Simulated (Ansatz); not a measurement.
Consider the ligand exchange at the Si–O bond: `BO[SiH2]Br` + H₂Se → `[SeH][SiH2]Br` + `BO`.

Calculated with Ansatz (gas phase, PBE0-D4/def2-TZVP geometries, no zero-point term in ΔE). CBS: MP2 limit from def2 TZ/QZ plus the TZ coupled-cluster correction, frozen cores. This one scheme is used for every species. DFT in def2-TZVPP. B3LYP here is the variant with VWN-RPA as its local correlation; programs differ in this. For Br, Se outer-core shells are correlated without core-valence functions, which leaves a few kJ/mol of doubt a bond. Scalar relativity is left out up to krypton. One conformer a species, not always the lowest.

```
             level  ΔE (kcal/mol)  difference from CCSD(T)/CBS
       LDA (SPW92)            3.5                         -2.5
            PBE-D4            2.3                         -3.7
         r2SCAN-D4            5.4                         -0.6
        r2SCANh-D4            5.5                         -0.5
           ωB97X-V            6.6                          0.6
           ωB97M-V            6.4                          0.4
            revPBE            2.1                         -3.9
            r2SCAN            5.4                         -0.6
              PBE0            3.6                         -2.4
             B3LYP            7.0                          1.0
         CAM-B3LYP            8.5                          2.5
RPA@PBE/def2-TZVPP            7.6                          1.6
  CCSD(T)/def2-SVP            5.5                         -0.5
    MP2/def2-TZVPP            6.1                          0.1
SCS-MP2/def2-TZVPP            7.5                          1.5
SCS-MP2/def2-QZVPP            7.2                          1.2
       CCSD(T)/CBS            6.0                            0
```

Largest T1 diagnostic among the species: 0.014.

From BLYP to BHLYP (50 % exact exchange), in def2-TZVPP and without D4, ΔE moves by +2.5 kcal/mol. In def2-TZVPP, CCSD(T) changes the Hartree–Fock value by −4.0 kcal/mol (the triples alone add −0.7 kcal/mol) and MP2 by −4.9 kcal/mol. Leaving LDA and LC-ωPBE aside and taking each functional with its dispersion term where it has one, the values, not all of them listed here, spread over 6.0 kcal/mol, from PBE-D4 to CAM-B3LYP-D4. LDA lies +1.0 kcal/mol from PBE without D4.
